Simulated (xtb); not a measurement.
xtb input (GFN1-xTB):

```bash
xtb mol.xyz --gfn 1 --sp --chrg 0 --uhf 0
```
mol.xyz:
```
6

N     -1.69770489    -0.15340781    -0.02199576
Al     0.04373431     0.00395191     0.00056663
F      0.75482826     1.48439465    -0.09768319
F      1.00589014    -1.32529282     0.12049537
H     -2.33919489     0.61958411    -0.09336166
H     -2.19188247    -1.02902079     0.03465623
```

End of the output:

```
         :::::::::::::::::::::::::::::::::::::::::::::::::::::
         ::                     SUMMARY                     ::
         :::::::::::::::::::::::::::::::::::::::::::::::::::::
         :: total energy             -15.994832163605 Eh    ::
         :: gradient norm              0.010587840666 Eh/a0 ::
         :: HOMO-LUMO gap              3.715903909566 eV    ::
         ::.................................................::
         :: SCC energy               -16.062215271590 Eh    ::
         :: -> electrostatic           0.064205727012 Eh    ::
         :: repulsion energy           0.068459992011 Eh    ::
         :: dispersion energy         -0.001076884026 Eh    ::
         :: halogen bond corr.         0.000000000000 Eh    ::
         :: add. restraining           0.000000000000 Eh    ::
         :: total charge              -0.000000000000 e     ::
         :::::::::::::::::::::::::::::::::::::::::::::::::::::

           -------------------------------------------------
          |                Property Printout                |
           -------------------------------------------------

    * Orbital Energies and Occupations

         #    Occupation            Energy/Eh            Energy/eV
      -------------------------------------------------------------
         1        2.0000           -0.8238528             -22.4182
         2        2.0000           -0.8055473             -21.9201
         3        2.0000           -0.7575824             -20.6149
         4        2.0000           -0.5655578             -15.3896
         5        2.0000           -0.5547169             -15.0946
         6        2.0000           -0.5295053             -14.4086
         7        2.0000           -0.5251639             -14.2904
         8        2.0000           -0.5186074             -14.1120
         9        2.0000           -0.5132368             -13.9659
        10        2.0000           -0.5048543             -13.7378
        11        2.0000           -0.4948550             -13.4657
        12        2.0000           -0.4322216             -11.7613 (HOMO)
        13                         -0.2956646              -8.0454 (LUMO)
        14                         -0.1309746              -3.5640
        15                         -0.1107411              -3.0134
        16                         -0.0539221              -1.4673
        17                         -0.0458059              -1.2464
Note: The following floating-point exceptions are signalling: IEEE_DENORMAL
normal termination of xtb
        18                         -0.0353925              -0.9631
        19                          0.0013771               0.0375
        20                          0.0351198               0.9557
        21                          0.1100943               2.9958
        22                          0.2851603               7.7596
        23                          0.4903668              13.3436
       ...                                ...                  ...
        25                          0.8977149              24.4281
      -------------------------------------------------------------
                  HL-Gap            0.1365570 Eh            3.7159 eV
             Fermi-level           -0.3639431 Eh           -9.9034 eV

  Mulliken/CM5 charges         n(s)   n(p)   n(d)
     1N    -0.52450 -0.95279   1.438  4.087  0.000
     2Al    0.71040  0.71918   0.832  0.974  0.484
     3F    -0.32443 -0.30824   1.776  5.548  0.000
     4F    -0.32443 -0.30824   1.776  5.548  0.000
     5H     0.23148  0.42505   0.769  0.000  0.000
     6H     0.23148  0.42505   0.769  0.000  0.000

Wiberg/Mayer (AO) data.
largest (>0.10) Wiberg bond orders for each atom

 ---------------------------------------------------------------------------
     #   Z sym  total        # sym  WBO       # sym  WBO       # sym  WBO
 ---------------------------------------------------------------------------
     1   7 N    3.105 --     2 Al   1.231     5 H    0.884     6 H    0.884
     2  13 Al   3.491 --     1 N    1.231     4 F    1.084     3 F    1.084
     3   9 F    1.185 --     2 Al   1.084
     4   9 F    1.185 --     2 Al   1.084
     5   1 H    0.946 --     1 N    0.884
     6   1 H    0.946 --     1 N    0.884
 ---------------------------------------------------------------------------

Topologies differ in total number of bonds
Writing topology from bond orders to xtbtopo.mol

 dipole moment from electron density (au)
     X       Y       Z
  -1.4895  -0.1346  -0.0193  total (Debye):    3.802

           -------------------------------------------------
          | TOTAL ENERGY              -15.994832163605 Eh   |
          | GRADIENT NORM               0.010587840666 Eh/α |
          | HOMO-LUMO GAP               3.715903909566 eV   |
           -------------------------------------------------

------------------------------------------------------------------------
------------------------------------------------------------------------
 total:
 SCF:
```
